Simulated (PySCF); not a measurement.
Gas-phase reaction: Ge2H6 + 2 SiH + 4 H ⇌ 2 H3SiGeH3

Computed with PySCF and rigid-rotor harmonic-oscillator thermochemistry at 1 bar. † marks an energy on the PBE0/def2-TZVP geometry and frequencies; other levels use their own. MP2 and CCSD(T) freeze the core. 6-31G* has spherical d functions here. Open shells (unrestricted): SiH (multiplicity 2, electronic degeneracy 4), H (multiplicity 2); the rest are closed-shell singlets. Spin-orbit splitting is ignored; it lowers the true energy and changes the entropy of SiH. B3LYP is the form with VWN-RPA correlation. Ge: all electrons, no relativistic terms. MP2 isn't extrapolated to the basis-set limit; its ΔH°(298 K) is -1442.2 kJ in def2-SVP and -1505.9 kJ in def2-TZVPP. CCSD(T) isn't extrapolated to the basis-set limit; its ΔH°(298 K) is -1457.8 kJ in def2-SVP and -1516.5 kJ in def2-TZVPP. The harmonic model lacks anharmonicity and excited electronic states, which grow with temperature; levels with a mode under 35 cm⁻¹ are left out. Internal rotation in Ge2H6, H3SiGeH3 is treated as a harmonic vibration of one conformer, which makes the entropy rough. Warning, large T1 diagnostic: SiH (CCSD(T)/def2-TZVPP†).

ΔH° and ΔS° at 298 K: B3LYP/6-31G* -1510 kJ, -571 J/K; CCSD(T)/def2-TZVPP† -1516 kJ, -570 J/K; HF/6-31G* -1208 kJ, -574 J/K; M06-2X/def2-TZVP† -1515 kJ, -570 J/K; MP2/def2-SVP† -1442 kJ, -570 J/K; PBE/def2-SVP -1500 kJ, -569 J/K.

**Question.** With the heat capacities included, give log10 K (1 bar) at 600, 800, 1000, 1200, 1600 K from B3LYP/6-31G*, CCSD(T)/def2-TZVPP†, HF/6-31G*, M06-2X/def2-TZVP†, MP2/def2-SVP†, PBE/def2-SVP.

**Answer.** 
| T (K) | B3LYP/6-31G* | CCSD(T)/def2-TZVPP† | HF/6-31G* | M06-2X/def2-TZVP† | MP2/def2-SVP† | PBE/def2-SVP |
|---|---|---|---|---|---|---|
| 600 | 101.1 | 101.8 | 74.6 | 101.6 | 95.3 | 100.4 |
| 800 | 67.9 | 68.4 | 48.0 | 68.4 | 63.6 | 67.5 |
| 1000 | 48.0 | 48.4 | 32.0 | 48.4 | 44.5 | 47.7 |
| 1200 | 34.7 | 35.1 | 21.3 | 35.0 | 31.8 | 34.5 |
| 1600 | 18.1 | 18.4 | 7.9 | 18.4 | 16.0 | 18.0 |
